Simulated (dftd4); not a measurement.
Cl3Sb, singlet, geometry from GFN2-xTB; D4 for pbe in dftd4.

Here is a job for dftd4.
```
$ dftd4 mol.xyz --func pbe --charge 0 --json dftd4.json --noedisp --property

# file mol.xyz
4

Sb     0.00484300    -0.00078460     0.61928673
Cl    -1.76019696    -0.96558664    -0.60678369
Cl     0.03597192     2.00418831    -0.61706773
Cl     1.70969605    -1.03624788    -0.63400877
```

### Question
Write the output that dftd4 gives for this input, abridged.

### Answer

```
                    ____  _____ _____     ____  _  _
      -------------|  _ \|  ___|_   _|---|  _ \| || |------------
     |             | | | | |_    | | ___ | | | | || |_           |
     |             | |_| |  _|   | ||___|| |_| |__   _|          |
     |             |____/|_|     |_|     |____/   |_|            |
     |             ===================================           |
     |            E. Caldeweyher, S. Ehlert & S. Grimme          |
     |          Mulliken Center for Theoretical Chemistry        |
     |                    University of Bonn                     |
      -----------------------------------------------------------

Rational (Becke-Johnson) damping: pbe-D4-ATM
---------------------
  s6         1.0000
  s8         0.9595
  s9         1.0000
  a1         0.3857
  a2         4.8069
 alp        16.0000
--------------------

Atomic data, radii in Ångström:
------------------------------------------------------
   Z          R(cov)      r4/r2   hardness         EN
------------------------------------------------------
  51 Sb       1.6800     3.1650     0.3491     2.0500
  17 Cl       1.3200     1.9735     0.4312     3.1600
------------------------------------------------------

Atomic reference systems (in atomic units):
----------------------------------------------------------------------------
   Z        #      CN     q+Z       C6(AA)   #      CN     q+Z       C6(AA)
----------------------------------------------------------------------------
  51 Sb     1  0.0000 23.0000     497.3125   2  0.9358 22.9856     480.4032
            3  1.8740 22.9846     454.6486   4  2.8139 22.9901     422.1563
  17 Cl     1  0.0000 17.0000      92.6806   2  0.8444 16.8495     101.8771
----------------------------------------------------------------------------

Atomic properties (in atomic units):
----------------------------------------------------------------------------
     #    Z              CN          q      C6(AA)        C8(AA)   alpha(0)
----------------------------------------------------------------------------
     1   51 Sb       2.4511     0.3948    399.1909    42838.4476    37.8689
     2   17 Cl       0.8179    -0.1316    101.2010     4222.4679    15.3771
     3   17 Cl       0.8179    -0.1316    101.2010     4222.4679    15.3771
     4   17 Cl       0.8179    -0.1316    101.2010     4222.4679    15.3771
----------------------------------------------------------------------------

Molecular properties (in atomic units):
----------------------------------------
 molecular C6                2494.6324
 molecular C8              160109.1672
----------------------------------------

Dispersion energy:      -6.9596177232948E-03 Eh

[Info] JSON dump of results written to 'dftd4.json'
```
